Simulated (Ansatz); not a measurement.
`CC1NB1N`, charge 0, multiplicity 1.

Give a relaxed structure at PBE0-D4/def2-TZVP (the Gaussian-basis code of Ansatz). (Estimate.)

The calculation gave: 
Cartesian coordinates in Å:
```
C -0.934 1.482 0.326
C -0.402 0.097 0.580
N -0.771 -0.955 -0.412
B 0.588 -0.698 -0.282
N 1.859 -1.081 -0.688
H -0.375 2.222 0.906
H -1.990 1.569 0.606
H -0.844 1.743 -0.730
H -0.474 -0.208 1.629
H -1.371 -1.737 -0.212
H 2.026 -1.841 -1.323
H 2.687 -0.592 -0.401
```
This is one stationary point; other conformers may exist.
